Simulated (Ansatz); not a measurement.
Reactions of FH6NSi2 (`N[SiH2][SiH2]F`).

Isolated molecules relaxed with PBE0-D4/def2-TZVP in Ansatz; ΔE leaves out vibrations. CBS: MP2 limit from def2 TZ/QZ plus the TZ coupled-cluster correction, frozen cores. This one scheme is used for every species. Functionals use def2-TZVPP. Each species was taken in one conformer, which may not be the lowest.

| reaction | r2SCAN-D4 (eV) | MP2/CBS(def2) (eV) |
| --- | --- | --- |
| `N[SiH2][SiH2]F` + `CCl` → `N[SiH2]CCl` + `F[SiH3]` | -0.07 | -0.21 |
| `N[SiH2][SiH2]F` + `O[SiH3]` → `N[SiH2]O[SiH3]` + `F[SiH3]` | -1.40 | -1.55 |
| `N[SiH2][SiH2]F` + `OC(O)O` → `OC(O)(O)[SiH2]F` + `N[SiH3]` | 0.16 | 0.10 |
| `N[SiH2][SiH2]F` + `O[SiH2]S` → `O[SiH2]S[SiH2]F` + `N[SiH3]` | -0.85 | -0.98 |
| `N[SiH2][SiH2]F` + `C=COC=C` → `C=CO[SiH2]F` + `C=C[SiH2]N` | -1.74 | -2.00 |
| `N[SiH2][SiH2]F` + `C#CNC` → `C#CN(C)[SiH2]F` + `N[SiH3]` | -0.81 | -1.00 |
| `N[SiH2][SiH2]F` + `[SiH3]P` → `F[SiH2]P[SiH3]` + `N[SiH3]` | -0.40 | -0.50 |
| `N[SiH2][SiH2]F` + `N=CF` → `F/C=N/[SiH2]F` + `N[SiH3]` | -0.81 | -0.93 |
| `N[SiH2][SiH2]F` + `OBCl` → `N[SiH2]B(O)Cl` + `F[SiH3]` | 0.15 | 0.10 |
| `N[SiH2][SiH2]F` + H–F → `N[SiH2]F` + `F[SiH3]` | -1.75 | -1.82 |

Question: Give the CCSD(T)/CBS values in the same order. (Best estimate.)

Answer: The calculation gave: -0.14, -1.48, 0.14, -0.87, -1.89, -0.90, -0.41, -0.82, 0.12, -1.76 eV.

Largest T1 diagnostic: 0.013, for `F/C=N/[SiH2]F`.
